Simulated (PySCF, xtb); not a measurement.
Zn(I)(GeH3) (GeH3IZn), SMILES [Zn]([I])[GeH3].

GFN2-xTB (xtb) at its own geometry gives an orbital gap of 5.97 eV and a dipole moment of 5.06 D.

Geometry optimised at PBE0-D3(BJ)/def2-SVP. The structure was generated by enumeration; whether it is a known compound was not checked. The def2 effective core potentials stand for the cores of I; spin–orbit coupling is left out.

Problem. What does ωB97X/def2-TZVPD run with PySCF give? (An estimate is asked for; the answer gives what the named calculation found.)

Solution. gap 10.33 eV (levels -9.83 and 0.50 eV), dipole 1.51 D.
